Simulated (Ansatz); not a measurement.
Frontier orbitals of CH$_{5}$AlClN.

Cartesian coordinates in Å:
```
N 0.037 0.906 -0.224
C 0.791 -0.132 0.610
Al -0.846 -0.868 -0.114
Cl -0.715 -1.823 -2.004
H -0.229 1.737 0.286
H 0.528 1.176 -1.066
H 1.779 -0.317 0.197
H 0.867 0.201 1.643
H -2.211 -0.880 0.674
```

The species carries charge 0 and has multiplicity 1. The bonds changed during the relaxation, so this is another structure than the one it started from. The structure was optimised at the PBE0-D4/def2-TZVP level. It is one conformer, not always the lowest. Basis def2-TZVPP, Ansatz 0.2.0.

Orbital energies of one run (eV). Highest occupied ones, from the top: -8.49, -9.76, -10.22, -10.51, -11.39, -12.66, -12.95, -15.61, -16.86, -20.32, -23.50, -27.51, -74.75, -74.82. Empty: 0.93, 1.42, 2.03, 2.34, 3.08, 3.53.

Q: Which functional gave them?
A. CAM-B3LYP
B. LDA (SPW92)
C. B97M-V
D. PBE

A: A. HOMO energies: CAM-B3LYP -8.49, PBE -5.83, LDA (SPW92) -5.94, B97M-V -6.18 eV.
